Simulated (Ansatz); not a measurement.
Total energies of AlBrCl2, SMILES `[Cl][Al]([Cl])[Br]`.

Cartesian coordinates in Å:
```
Cl 0.977 -1.140 -1.453
Al -0.019 -0.018 -0.025
Cl -2.086 0.084 -0.061
Br 1.128 1.073 1.539
```

Charge 0, multiplicity 1. Correlated methods include outer-core shells of Br, which these sets cover unevenly. Scalar relativity is left out up to krypton. Geometry: relaxed with PBE0-D4/def2-TZVP. Basis def2-TZVPP, the Gaussian-basis code of Ansatz.

RPA on PBE orbitals: Hartree–Fock energy of these orbitals -3733.54581 Eh, correlation -1.12315 Eh (frozen core).

```
functional  energy without D4 (Eh)  D4 term (kJ/mol)
 CAM-B3LYP             -3737.39374             -13.3
   ωB97M-V             -3737.03836                 –
```

Give the same for LDA (SPW92), PBE, revPBE, BLYP, r2SCAN, B97M-V, PBE0, B3LYP, r2SCANh, r2SCAN0, HSE06 (plane-wave form), BHLYP, LC-ωPBE, ωB97X-V, B2PLYP, PBE-QIDH. (An estimate is asked.)

Computed: 
```
             functional  energy without D4 (Eh)  D4 term (kJ/mol)
            LDA (SPW92)             -3729.65591                 –
                    PBE             -3736.33301             -14.3
                 revPBE             -3736.78469             -30.8
                   BLYP             -3737.25508             -29.8
                 r2SCAN             -3737.13749              -3.1
                 B97M-V             -3736.47772                 –
                   PBE0             -3736.52164             -12.5
                  B3LYP             -3737.31067             -23.8
                r2SCANh             -3737.13275              -3.5
                r2SCAN0             -3737.12658              -4.0
HSE06 (plane-wave form)             -3736.50505             -12.0
                  BHLYP             -3737.23315             -22.9
                LC-ωPBE             -3736.54256                 –
                ωB97X-V             -3736.82267                 –
                 B2PLYP             -3736.48053                 –
               PBE-QIDH             -3735.96271                 –
```

B3LYP takes the VWN-RPA correlation (the form of Gaussian; ORCA's B3LYP/G). HSE06 is the plane-wave form, built on full-range PBE exchange. The double hybrids freeze the cores in their second-order part.

LC-ωPBE has ω = 0.4 bohr⁻¹.
